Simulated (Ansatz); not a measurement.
A nudged elastic band was laid between two geometries of CH6Sn + H2 (10 atoms, charge 0, multiplicity 1).

Computed with RKS PBE/def2-mTZVP (Ansatz 0.2.0).

```yaml
movable_images: 7
climbing_image: yes
spring: 5.0 eV/Å²
optimiser: quadratic models (default)
start_path: through a guess of the saddle point
force_threshold: 0.05 eV/Å
iteration_limit: 60
end_points: relaxed
```

First end point:

```xyz
10
Properties=species:S:1:pos:R:3
Sn -0.308 -0.348 0.091
C -0.258 -0.282 2.254
H -1.261 -0.465 2.661
H 0.426 -1.048 2.643
H 0.087 0.703 2.594
H 1.286 -0.169 -0.551
H -1.295 0.930 -0.527
H -0.956 -1.856 -0.450
H 2.094 2.652 1.113
H 2.094 2.759 1.857
```

Last end point:

```xyz
10
Properties=species:S:1:pos:R:3
Sn 0.384 0.214 -1.009
C -0.001 0.361 3.346
H -0.997 0.381 2.885
H 0.473 -0.609 3.151
H -0.099 0.510 4.428
H 0.873 -0.083 -2.633
H -1.141 1.014 -1.007
H 0.248 -1.281 -0.167
H 1.554 1.208 -0.230
H 0.617 1.163 2.922
```

(1) Which bonds break or form, and what moves?

(2) Give the energies along the band, and the barrier.

(3) What is the geometry of the highest image?

Answers

(1) Bonds broken: Sn1–C2, H9–H10. Bonds formed: Sn1–H9, C2–H10. CH6Sn + H2 becomes CH4 + H4Sn.

(2) It converged. The highest image is number 3 of 0 to 8, 2.87 eV above the first end and 3.37 eV above the last; the last end lies 0.51 eV below the first. Neighbouring images differ by up to 2.5 eV, so the band resolves the path poorly. A vibrational analysis at the climbing image gives one clearly imaginary mode, 1913i cm⁻¹: a first-order saddle point. The orbitals stay closed-shell, which can raise the energy where a bond breaks towards radicals; this wasn't checked here.

```json
{"image": "0", "path coordinate (Å)": "0.00", "energy (eV)": "0.00", "Sn1–C2 (Å)": "2.16", "H9–H10 (Å)": "0.75", "Sn1–H9 (Å)": "3.98"}
{"image": "1", "path coordinate (Å)": "1.15", "energy (eV)": "0.02", "Sn1–C2 (Å)": "2.17", "H9–H10 (Å)": "0.75", "Sn1–H9 (Å)": "3.44"}
{"image": "2", "path coordinate (Å)": "2.29", "energy (eV)": "0.39", "Sn1–C2 (Å)": "2.20", "H9–H10 (Å)": "0.75", "Sn1–H9 (Å)": "2.73"}
{"image": "3", "path coordinate (Å)": "3.44", "energy (eV)": "2.87", "Sn1–C2 (Å)": "2.48", "H9–H10 (Å)": "1.16", "Sn1–H9 (Å)": "2.09"}
{"image": "4", "path coordinate (Å)": "4.42", "energy (eV)": "0.52", "Sn1–C2 (Å)": "3.02", "H9–H10 (Å)": "1.67", "Sn1–H9 (Å)": "1.77"}
{"image": "5", "path coordinate (Å)": "5.40", "energy (eV)": "-0.33", "Sn1–C2 (Å)": "3.56", "H9–H10 (Å)": "2.02", "Sn1–H9 (Å)": "1.72"}
{"image": "6", "path coordinate (Å)": "6.38", "energy (eV)": "-0.49", "Sn1–C2 (Å)": "4.14", "H9–H10 (Å)": "2.63", "Sn1–H9 (Å)": "1.72"}
{"image": "7", "path coordinate (Å)": "7.37", "energy (eV)": "-0.51", "Sn1–C2 (Å)": "4.49", "H9–H10 (Å)": "3.08", "Sn1–H9 (Å)": "1.72"}
{"image": "8", "path coordinate (Å)": "8.35", "energy (eV)": "-0.51", "Sn1–C2 (Å)": "4.37", "H9–H10 (Å)": "3.29", "Sn1–H9 (Å)": "1.72"}
```

(3) 
```xyz
10
Properties=species:S:1:pos:R:3
Sn 0.159 0.186 -0.049
C 0.054 0.089 2.426
H -1.035 -0.015 2.516
H 0.552 -0.882 2.555
H 0.400 0.754 3.240
H 1.701 -0.157 -0.737
H -0.928 1.314 -0.767
H -0.703 -1.356 0.068
H 1.075 1.845 0.830
H 0.637 1.099 1.603
```

The run took 3.4 min on 1 thread of Intel(R) Xeon(R) 6975P-C (Granite Rapids) (shared host), peak memory 0.18 GiB.
